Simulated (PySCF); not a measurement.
Ge(I)2 anion (GeI2), SMILES [I][Ge][I] (connectivity only; charge and spin as stated), charge -1, multiplicity 2.

The structure is a stationary point at B3LYP-D3(BJ)/def2-SVPD. The spin state was assumed, not searched. The isomer is the one that the SMILES or the coordinates give; other isomers of the formula were not compared. The def2 effective core potentials stand for the cores of I; spin–orbit coupling is left out.

Computed with B3LYP-D3(BJ)/def2-SVPD (PySCF).

Frequencies are harmonic and unscaled.

```csv
mode,ν (cm⁻¹),IR (km/mol),moving atoms (share of kinetic energy)
1,52,0.1,"I 87 %, Ge 13 %"
2,158,48.2,"Ge 68 %, I 32 %"
3,173,6.9,"Ge 65 %, I 35 %"
```
